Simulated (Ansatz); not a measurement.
`BC(=N)F` + `O[SiH3]` → `N=C(F)O[SiH3]` + BH₃  (substitution at a C–B bond)

Gas-phase electronic energies from Ansatz, PBE0-D4/def2-TZVP geometries. CCSD(T)/CBS is the MP2 limit (def2-TZVPP, def2-QZVPP) plus CCSD(T) − MP2 in def2-TZVPP, frozen cores. This one scheme is used for every species. DFT in def2-TZVPP. Each species was taken in one conformer, which may not be the lowest.

`BC(=N)F`:

```xyz
7

B     0.874   -0.161    0.406
C    -0.621    0.193    0.131
N    -1.202    0.152   -0.981
F    -1.387    0.419    1.209
H     1.160   -0.832    1.348
H     1.696    0.186   -0.384
H    -0.520    0.042   -1.730
```

`O[SiH3]`:

Cartesian coordinates in Å:
```
O -0.978 0.521 0.644
Si 0.308 -0.244 -0.047
H -1.435 1.184 0.125
H -0.087 -0.980 -1.279
H 0.807 -1.197 0.970
H 1.386 0.715 -0.414
```

`N=C(F)O[SiH3]`:

Cartesian coordinates in Å:
```
N 0.526 1.778 0.410
C 0.961 0.927 -0.397
F 1.987 1.233 -1.166
O 0.586 -0.317 -0.671
Si -0.693 -1.102 0.072
H -0.263 1.446 0.955
H -1.942 -0.343 -0.177
H -0.725 -2.437 -0.556
H -0.437 -1.185 1.530
```

BH₃:

```xyz
4

B     0.000    0.000    0.000
H     0.175    1.181   -0.006
H    -0.472   -0.528    0.960
H     0.297   -0.652   -0.954
```

| level | ΔE (kcal/mol) | difference from CCSD(T)/CBS |
| --- | --- | --- |
| r2SCAN0-D4 | 8.0 | -2.8 |
| revPBE | 11.8 | 1.0 |
| BLYP | 12.0 | 1.2 |
| PBE0 | 9.5 | -1.3 |
| r2SCAN0 | 8.2 | -2.6 |
| HF/def2-TZVPP | 6.1 | -4.7 |
| SCS-MP2/def2-TZVPP | 9.3 | -1.5 |
| CCSD(T)/def2-TZVPP | 9.6 | -1.2 |
| SCS-MP2/def2-QZVPP | 10.1 | -0.7 |
| MP2/CBS(def2) | 10.8 | 0.0 |
| CCSD(T)/CBS | 10.8 | 0 |

Largest T1 diagnostic among the species: 0.014.

Leaving LDA and LC-ωPBE aside and taking each functional with its dispersion term where it has one, the values, not all of them listed here, spread over 2.9 kcal/mol, from BHLYP-D4 to BLYP-D4. LDA lies −2.3 kcal/mol from PBE without D4. At CCSD(T), def2-SVP lies −5.3 kcal/mol from the extrapolated value and def2-TZVPP −1.2 kcal/mol. From r2SCAN to r2SCAN0 (25 % exact exchange), in def2-TZVPP and without D4, ΔE moves by −0.9 kcal/mol.
